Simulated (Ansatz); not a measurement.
Born–Oppenheimer molecular dynamics of BClF$_{3}$H (6 atoms, charge 0, multiplicity 1). It starts at the highest image of a converged band, a first-order saddle point between two minima.

Method: RKS LDA/cc-pVDZ in Ansatz.

```json
{"ensemble": "NVE (velocity Verlet)", "time step": "0.5 fs", "steps asked": "200", "starting velocities drawn for": "300 K", "seed": "4634"}
```

First frame:

```xyz
6
Properties=species:S:1:pos:R:3
B 0.012 -0.250 0.020
F 0.008 0.138 1.514
F 1.151 0.129 -0.544
F -1.154 0.056 -0.534
Cl 0.075 -2.167 0.571
H 0.046 -1.020 1.654
```

Problem. How far do the bonds stretch over the last three quarters of this one trajectory? (Pairs bonded in most of those frames.)

Solution. 
```json
{"bond": "B1–F2", "mean (Å)": "1.324", "spread (Å)": "0.020", "shortest": "1.29", "longest": "1.36"}
{"bond": "B1–F3", "mean (Å)": "1.323", "spread (Å)": "0.014", "shortest": "1.30", "longest": "1.36"}
{"bond": "B1–F4", "mean (Å)": "1.324", "spread (Å)": "0.015", "shortest": "1.30", "longest": "1.36"}
{"bond": "Cl5–H6", "mean (Å)": "1.310", "spread (Å)": "0.013", "shortest": "1.29", "longest": "1.34"}
```

Mean temperature of the second half: 851 K. The conserved energy stayed within 0.026 meV per atom of its start (net change 0.013 meV per atom), so the integration is sound. The kinetic energy rose, since the run started high on the potential surface and went downhill. It ends in pieces (BF3 + ClH), so much of that is their flight and rotation, not heat. A run of 0.1 ps of so small a system gives no equilibrium averages. The orbitals stay closed-shell, which can raise the energy where a bond breaks towards radicals; this wasn't checked here.

Time of the run: 5.9 min on 1 thread of Arm Neoverse N1, on a shared host, peak memory 0.14 GiB.
